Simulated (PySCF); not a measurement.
An unknown shows these calculated signals:

¹H NMR (500 MHz, computed): δ 6.21 (br s, 1H), 5.85 (br s, 1H), 4.84 (m, 1H), 4.54 (m, 1H), 3.39 (m, 1H), 3.20 (m, 1H), 2.94 (m, 1H), 1.16 (m, 1H), 1.03 (m, 1H), 1.03 (m, 1H), 0.55 (m, 1H).

¹³C{¹H} NMR (computed): δ 153.5 (C), 137.6 (CH2), 53.8 (C), 43.6 (CH2), 35.7 (CH), 19.5 (CH2), 14.9 (CH2).

Computational details: GFN2-xTB geometry, shielding tensors at PBE0/pcSseg-1 (GIAO), in PySCF 2.14.0 with density-fitted response routines (one computed conformer, in vacuum, no relativistic terms).

δ = σ(ref) − σ, references computed at the same level: ¹H (σref 31.72), ¹³C (σref 186.93) against TMS.

Which of these does the molecule contain: a CF3 group, a benzene ring, a three-membered ring, a non-aromatic C=C double bond, a Si–H bond, a vinyl group CH=CH2?

Results:


- A CF3 group: no.
- A benzene ring: no.
- A three-membered ring: yes.
- A non-aromatic C=C double bond: yes.
- A Si–H bond: yes (δH 4.84 (m), 4.54 (m)).
- A vinyl group CH=CH2: no.

The data belong to SMILES C=C1C[C@@H](C2(Cl)CC2)[SiH2]1, C7H11ClSi; they needn't prove each group on their own.

Carbon signals by region: 2 in the sp2 and nitrile region (100–160 ppm), 1 at 50–100 ppm, 4 below 50 ppm.

Carbons that carry Cl, above all several Cl atoms, come out too deshielded, partly because spin–orbit coupling is missing. Shifts are as computed. Against solution values, carbons near 30 ppm lie about +3 ppm off and those near 130 ppm about +5 ppm; carbons on Cl a further +6 ppm. Of 1309 compounds with measured shifts, 239 miss one by over three times the rms of a fit or turn the order of signals round; such compounds aren't used in these exercises. Multiplicities follow the n + 1 count of equivalent neighbours, as no J values were calculated; m marks all less simple cases, F and P coupling included.
